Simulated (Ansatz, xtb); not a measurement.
**F3GaH4OSi: which of two structures lies lower**

Structure X is a singlet given by its coordinates and structure Y is a singlet given by its coordinates. Both are isolated molecules in the gas phase, relaxed with PBE0-D4/def2-SVP.

X (Å):

```xyz
10

F    -1.1994    2.6299    0.0983
F     0.2629   -0.6295    0.8550
F    -2.1983   -2.2113    0.7978
Ga   -0.8987   -1.6241   -0.2160
O    -1.3686    0.2594   -0.5436
Si   -0.4175    1.2567    0.5646
H     0.9602    1.5213    0.1076
H    -0.7980    1.1704    1.9871
H    -2.1094    0.7041   -0.9746
H    -0.2882   -2.4024   -1.3977
```

Close contacts (Å): F1–Si6 1.65, F2–Ga4 1.87, F2–Si6 2.03, F3–Ga4 1.75, Ga4–O5 1.97, Ga4–Si6 3.02, O5–Si6 1.77, Ga4–H10 1.54, O5–H9 0.97, Si6–H7 1.48, Si6–H8 1.48.

Y (Å):

```json
{"atom": "F", "x (Å)": "1.3912", "y (Å)": "3.8053", "z (Å)": "1.8083"}
{"atom": "F", "x (Å)": "4.4066", "y (Å)": "2.0052", "z (Å)": "-1.3998"}
{"atom": "F", "x (Å)": "3.8092", "y (Å)": "0.2187", "z (Å)": "0.3490"}
{"atom": "Ga", "x (Å)": "0.2320", "y (Å)": "2.9387", "z (Å)": "0.7072"}
{"atom": "O", "x (Å)": "2.2156", "y (Å)": "2.3287", "z (Å)": "0.0587"}
{"atom": "Si", "x (Å)": "3.1795", "y (Å)": "1.2327", "z (Å)": "-0.7193"}
{"atom": "H", "x (Å)": "-0.3510", "y (Å)": "1.6423", "z (Å)": "1.3505"}
{"atom": "H", "x (Å)": "-0.2806", "y (Å)": "3.8427", "z (Å)": "-0.4550"}
{"atom": "H", "x (Å)": "2.5080", "y (Å)": "2.9202", "z (Å)": "0.7965"}
{"atom": "H", "x (Å)": "2.3646", "y (Å)": "0.5293", "z (Å)": "-1.7137"}
```

Close contacts (Å): F1–Ga4 1.82, F2–Si6 1.60, F3–Si6 1.60, Ga4–O5 2.17, O5–Si6 1.65, Ga4–H7 1.56, Ga4–H8 1.56, O5–H9 0.99, Si6–H10 1.47.

Task: Estimate E(Y) − E(X) at the level CCSD(T)/def2-SVP + ΔMP2/def2-TZVPP.

Result: CCSD(T)/def2-SVP + ΔMP2/def2-TZVPP gives E(Y) − E(X) = −0.349 eV, favouring structure Y, but this leans on the basis-set step: CCSD(T) alone gives −0.037 eV.

How the difference moves with the method:

```json
{"level": "PBE0-D4/def2-SVP", "geometry": "PBE0-D4/def2-SVP", "E(Y) − E(X) (eV)": "−0.072", "departure from the last row (eV)": "+0.277", "job, with rough time for the two": "optimisation, 3.6 min"}
{"level": "HF/def2-SVP", "geometry": "PBE0-D4/def2-SVP", "E(Y) − E(X) (eV)": "−0.111", "departure from the last row (eV)": "+0.239", "job, with rough time for the two": "part of the CCSD(T) run"}
{"level": "MP2/def2-SVP", "geometry": "PBE0-D4/def2-SVP", "E(Y) − E(X) (eV)": "−0.049", "departure from the last row (eV)": "+0.301", "job, with rough time for the two": "part of the CCSD(T) run"}
{"level": "CCSD(T)/def2-SVP", "geometry": "PBE0-D4/def2-SVP", "E(Y) − E(X) (eV)": "−0.037", "departure from the last row (eV)": "+0.312", "job, with rough time for the two": "single point"}
{"level": "CCSD(T)/def2-SVP + ΔMP2/def2-TZVPP", "geometry": "PBE0-D4/def2-SVP", "E(Y) − E(X) (eV)": "−0.349", "departure from the last row (eV)": "", "job, with rough time for the two": "single point, 100 s"}
```

The largest departure from CCSD(T)/def2-SVP + ΔMP2/def2-TZVPP is that of CCSD(T)/def2-SVP, 0.312 eV. A small imaginary or near-zero mode remains, so no thermal terms are given. Levels run at GFN2-xTB geometries aren't shown. The last row adds to CCSD(T) the change of the MP2 difference between the two basis sets, here −0.312 eV, a large step that makes the value less sure.

The correlated steps freeze 18 core orbitals; the filled d shell of Ga is correlated, in a basis made for valence electrons. Codes used: Ansatz 0.2.0, xtb 6.7.1; the last row on 2 threads of Arm Neoverse V2 on a shared host.
